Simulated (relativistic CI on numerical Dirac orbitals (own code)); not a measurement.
Hyperfine structure of Dy⁵⁰⁺, mass number 163

Calculated at this level of theory: Dirac-Coulomb-Breit CI, separate exchange-only KLI orbitals for each configuration, model QED (radiative potential, 1s self-energy scaled to tabulated hydrogen-like ionisation energies), unscaled Slater integrals (own radial code, finite nucleus).

Configurations in the expansion (outside the closed core [Ne]): 3s2 3p4, 3s 3p5, 3s2 3p3 3d, 3p6, 3s 3p4 3d, 3p5 3d, 3s 3p3 3d2, 3s2 3p2 3d 4p, 3p5 4s, 3s 3p3 3d 4s, 3s2 3p3 4s, 3p5 4p, 3s2 3p2 3d2, 3s2 3p 3d3, 3s 3p2 3d3, 3s2 3p 3d2 4s, 3p4 3d2, 3p3 3d3, 3p3 3d2 4s, 3s2 3p2 3d 4s, 3s 3p2 3d2 4s, 3s2 3p 3d 4s2. Double excitations out of closed p, d and f shells are left out; levels of such configurations are missing from the list, as are those of other unlisted configurations, and high levels can miss mixing partners.

Nuclear spin I = 5/2, μ = 0.671 μN, Q = 2.65 b (tables of Stone and Pyykkö). The electronic factors are computed for point nuclear moments, without core polarisation or the Bohr-Weisskopf and QED corrections.

```csv
Level,E (cm⁻¹),A (GHz),B (GHz)
3s2 3p4 3P_2,0,37.97,74.6
3s2 3p4 3P_1,1609613,-25.17,-370
3s2 3p4 1D_2,1679954,102.8,-815
3s 3p5 3P°_2,2859112,219,-682
```

Levels with J = 0, under 50 % of one LS term, or S terms without an open s electron are left out. Small factors come from cancelling terms and can be off by tens of per cent or more.

At this charge energies of transitions that change n are usually good to better than 1 %, and those within a shell (Δn = 0) to a few per cent.

**Question.** Give the hyperfine levels of 3s2 3p4 3P_2 relative to its centre of gravity.

**Answer.** With K = F(F + 1) − I(I + 1) − J(J + 1), E = AK/2 + B[¾K(K + 1) − I(I + 1)J(J + 1)]/[2I(2I − 1)J(2J − 1)]: F = 1/2: -213.6, F = 3/2: -190.2, F = 5/2: -132.6, F = 7/2: -12.72, F = 9/2: 208.5 GHz.

LS names give the leading component of a level, which can be under half, so a name can repeat, a term be missing and a line seem to break the LS rules.
